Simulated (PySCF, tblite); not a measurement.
Compound: ClH₉NOSi₄ (doublet state).
SMILES with atom numbers: `[SiH2:1][N:2]([SiH3:3])[Si@H:4]([Cl:5])[O:6][SiH3:7]` (hydrogens: H8, H9 on Si1; H10, H11, H12 on Si3; H13 on Si4; H14, H15, H16 on Si7)

Jobs on this species (16 atoms, 97 electrons) with PySCF (density fitting) and tblite. Hardware of each: an Arm Neoverse V2 with one thread, shared host. Other jobs ran on the host; a repeat could differ by tens of per cent or more.

```csv
level and settings,work,basis functions,SCF cycles,wall time
"UKS B3LYP, pcH-1 on Cl H N O Si, non-relativistic, mean-field spin-orbit, GIAO","unrestricted SCF, g, hyperfine, density and orbital grids written",315,?,?
GFN2-xTB,L-BFGS relaxation,–,–,1.8 s
GFN2-xTB,Hessian by finite differences,–,–,0.77 s
```

**Question.** Fill in the missing figures.

**Answer.** 
- UKS B3LYP, pcH-1 on Cl H N O Si, non-relativistic, mean-field spin-orbit, GIAO; unrestricted SCF, g, hyperfine, density and orbital grids written: 2.5 min, 12 SCF cycles

**Question.** What do all jobs in the table cost together?

**Answer.** About 2.5 min; the longest takes about 98 % of that, and about 190 times as long as the shortest.
